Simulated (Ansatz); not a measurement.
Relaxation of C$_{2}$H$_{6}$BFSi (11 atoms, charge 0, multiplicity 1), to a largest force component of 0.02 eV/Å in at most 40 steps.

All numbers below come from RKS BLYP-D4/STO-3G in Ansatz.

```xyz
11
Properties=species:S:1:pos:R:3
C -0.647 0.654 1.053
C -0.315 -0.506 0.183
Si 1.361 -0.532 -0.354
B -0.275 -0.212 -1.374
F -1.069 0.043 -2.608
H -0.254 1.665 0.663
H -0.319 0.536 2.086
H -1.762 0.821 1.048
H -0.740 -1.463 0.526
H 2.142 0.734 -0.378
H 1.943 -1.795 -0.826
```

Question: Where does it end, and by what steps?

Answer: The forces met the threshold. Limits of this set-up: minimal basis. After 11 steps the energy has fallen by 1.653 eV; Si3 moved furthest, 0.38 Å.

| step | energy less start (eV) | largest force component (eV/Å) | accepted |
| --- | --- | --- | --- |
| 0 | 0.0000 | 4.886 | yes |
| 1 | -1.3761 | 2.202 | yes |
| 2 | -1.5571 | 1.377 | yes |
| 3 | -1.5521 | 0.904 | no |
| 4 | -1.6387 | 0.219 | yes |
| 5 | -1.6434 | 0.238 | yes |
| 6 | -1.6488 | 0.058 | yes |
| 7 | -1.6503 | 0.069 | yes |
| 8 | -1.6518 | 0.114 | yes |
| 9 | -1.6523 | 0.091 | yes |
| 10 | -1.6527 | 0.024 | yes |
| 11 | -1.6527 | 0.007 | yes |

```xyz
11
Properties=species:S:1:pos:R:3
C -0.776 0.713 1.074
C -0.298 -0.420 0.112
Si 1.432 -0.560 -0.722
B -0.304 -0.256 -1.456
F -1.098 0.198 -2.406
H -0.443 1.710 0.718
H -0.371 0.570 2.099
H -1.885 0.738 1.152
H -0.627 -1.416 0.475
H 2.377 0.528 -0.498
H 2.059 -1.861 -0.528
```

Whether the end is a true minimum wasn't checked by a vibrational analysis.

The run took 19 s on 1 thread of Intel(R) Xeon(R) Platinum 8375C CPU @ 2.90GHz (Ice Lake), with other jobs on the host, peak memory 0.15 GiB.
